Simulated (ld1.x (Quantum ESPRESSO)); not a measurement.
**Transferability test, TM semilocal potential for S**

S, norm-conserving Troullier–Martins (semilocal form), made with ld1.x (Quantum ESPRESSO) 7.5 (PBE, non-relativistic). Core [Ne], reference 3s2 3p3.5 (charge +0.5). Waves: 3p (bound): rc 1.55 bohr; 3s (bound): rc 1.10 bohr. Local part: the s channel. Core correction: none.

Energies are relative to the spin-unpolarised reference configuration 3s2 3p3.5; without spin polarisation the order of configurations can differ from experiment.

| valence configuration | charge | ΔE all-electron (eV) | error AE − PS (meV) |
| --- | --- | --- | --- |
| 3s2 3p3 | +1 | 7.116 | +1.1 |
| 3s2 3p4.3 | -0.3 | -6.379 | +1.2 |
| 3s2 3p0 | +4 | 110.261 | +229 |
| 3s1 3p5 | 0 | 5.517 | +15 |
| 3s2 3p1 | +3 | 63.462 | +76 |

Question: What are ΔE and the potential's error for 3s2 3p4?

Answer: ΔE = -4.667 eV all-electron; the error (AE − PS) is +0.6 meV.

Question: What are ΔE and the potential's error for 3s2 3p2?

Answer: ΔE = 29.412 eV all-electron; the error (AE − PS) is +17 meV.

Levels in the configuration 3s2 3p1:

```tsv
level	all-electron (eV)	pseudo (eV)
3s	-52.083	-52.016
3p	-40.278	-40.185
```
